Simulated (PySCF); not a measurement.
## Optical rotation: `C(OC)[C@@H]1C[C@@H]1C#N`, C$_{6}$H$_{9}$NO

Molfile (atoms numbered from 1):
```
C6H9NO
     RDKit          3D

 17 17  0  0  0  0  0  0  0  0999 V2000
    2.5369    0.9371    0.1030 C   0  0  0  0  0  0  0  0  0  0  0  0
    1.3558    0.6108    0.7874 O   0  0  0  0  0  0  0  0  0  0  0  0
    0.6590   -0.4690    0.2088 C   0  0  0  0  0  0  0  0  0  0  0  0
   -0.6594   -0.6152    0.9266 C   0  0  2  0  0  0  0  0  0  0  0  0
   -1.8178   -1.2739    0.2572 C   0  0  0  0  0  0  0  0  0  0  0  0
   -1.8422    0.2199    0.4815 C   0  0  2  0  0  0  0  0  0  0  0  0
   -1.7025    1.0687   -0.6480 C   0  0  0  0  0  0  0  0  0  0  0  0
   -1.5991    1.7378   -1.5713 N   0  0  0  0  0  0  0  0  0  0  0  0
    2.3263    1.2281   -0.9332 H   0  0  0  0  0  0  0  0  0  0  0  0
    2.9790    1.7777    0.6331 H   0  0  0  0  0  0  0  0  0  0  0  0
    3.2402    0.0948    0.0987 H   0  0  0  0  0  0  0  0  0  0  0  0
    0.4919   -0.2839   -0.8639 H   0  0  0  0  0  0  0  0  0  0  0  0
    1.2487   -1.3969    0.3083 H   0  0  0  0  0  0  0  0  0  0  0  0
   -0.5455   -0.7433    1.9956 H   0  0  0  0  0  0  0  0  0  0  0  0
   -2.4872   -1.8806    0.8476 H   0  0  0  0  0  0  0  0  0  0  0  0
   -1.6898   -1.6200   -0.7580 H   0  0  0  0  0  0  0  0  0  0  0  0
   -2.5016    0.6198    1.2427 H   0  0  0  0  0  0  0  0  0  0  0  0
  1  2  1  0
  2  3  1  0
  3  4  1  0
  4  5  1  0
  5  6  1  0
  6  7  1  0
  7  8  3  0
  6  4  1  0
  1  9  1  0
  1 10  1  0
  1 11  1  0
  3 12  1  0
  3 13  1  0
  4 14  1  1
  5 15  1  0
  5 16  1  0
  6 17  1  1
M  END
```

Level of theory: TDDFT LC-wPBE/aug-cc-pVDZ circular dichroism and optical rotation, one conformer, gas phase (PySCF 2.14.0). Geometry: GFN2-xTB.

The molecule is flexible and this is one conformer; a measurement averages over conformers.

Stereocentres: C4 R, C6 S.

(1) Give the optical rotatory dispersion at 633, 589.3, 546, 436, 405, 365, 355 nm.

(2) And for the mirror image at 589.3 nm?

(3) What is the molar rotation [Φ] = [α]·M/100 of the geometry above at 589.3 nm?

Results:

(1) [α] in deg dm⁻¹ (g/mL)⁻¹:
| λ (nm) | origin-invariant length gauge | modified velocity gauge | length gauge (centre of mass) | isotropic polarisability (au) |
| --- | --- | --- | --- | --- |
| 633 | +34.8 | +26.8 | +34.6 | 77.9 |
| 589.3 | +40.4 | +31.1 | +40.2 | 78.2 |
| 546 | +47.5 | +36.4 | +47.2 | 78.4 |
| 436 | +76.7 | +58.8 | +76.3 | 79.6 |
| 405 | +90.1 | +69.0 | +89.6 | 80.2 |
| 365 | +113.3 | +86.6 | +112.8 | 81.1 |
| 355 | +120.5 | +92.1 | +120.0 | 81.4 |

(2) -40.4 deg dm⁻¹ (g/mL)⁻¹ (origin-invariant length gauge): the same size and the opposite sign.

(3) With M = 111.14 g/mol, +44.9 deg cm² dmol⁻¹ (origin-invariant length gauge).

The first excitation lies at 7.34 eV (169 nm) with R = +3.6 × 10⁻⁴⁰ esu² cm² (velocity form).
